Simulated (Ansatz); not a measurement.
Species: HBS, SMILES `B=S` with one electron removed (charge 1, multiplicity 2), formula HBS.

Task: How many basis functions does Ansatz (a program for electronic structure) with frozen-core CCSD(T)/cc-pVTZ // PBE0-D4/def2-TZVP use, how many core orbitals are frozen, and how many electrons are correlated?

Result: 78 basis functions and 6 frozen orbitals, which leaves 9 correlated electrons. Core time is of the order of seconds.
